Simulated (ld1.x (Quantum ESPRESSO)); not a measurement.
## iodine (I): excitation energies, all-electron against ultrasoft

iodine (I), ultrasoft, made with ld1.x (Quantum ESPRESSO) 7.5 (LDA (PZ), non-relativistic). Core [Kr] 4d10, reference 5s2 5p4 (charge +1). Waves: 5s (bound): rcut 1.55, rcutus 2.00 bohr; 5s channel at -1.1 Ry: rcut 1.55, rcutus 2.00 bohr; 5p (bound): rcut 1.50, rcutus 2.00 bohr; 5p channel at 0.2 Ry: rcut 1.50, rcutus 2.00 bohr. Local part: all-electron potential smoothed inside 1.95 bohr (lloc = -2). Core correction: none. Augmentation charge: built from norm-conserving waves at rcut, not smoothed further.

Energies are relative to the spin-unpolarised reference configuration 5s2 5p4; without spin polarisation the order of configurations can differ from experiment. Spin-polarised rows fill each open shell by Hund’s rule, majority spin first.

```csv
valence configuration,charge,ΔE all-electron (eV),error AE − PS (meV)
5s2 5p5,0,-11.332,+1.8
5s2 5p3,+2,20.022,+4.5
5s2 5p2,+3,49.506,+29
5s2 5p4.5,+0.5,-6.697,+0.6
5s1 5p5,+1,9.483,+11
5s1 5p6,0,-2.328,+13
5s2 5p5 (spin-polarised),0,-11.452,+22
```

(1) What are ΔE and the potential's error for 5s2 5p4 (spin-polarised)?

(2) What are ΔE and the potential's error for 5s2 5p1?

Levels in the configuration 5s2 5p5:

```
level  all-electron (eV)  pseudo (eV)
   5s            -16.228      -16.230
   5p             -7.295       -7.298
```

Note: ghost state, extra bound levels that the all-electron valence spectrum of the same l lacks: d at -7.3 eV. A true bound ghost makes a file unfit for plane-wave use.

Results:

(1) ΔE = -0.556 eV all-electron; the error (AE − PS) is +107 meV.

(2) ΔE = 89.077 eV all-electron; the error (AE − PS) is +103 meV.
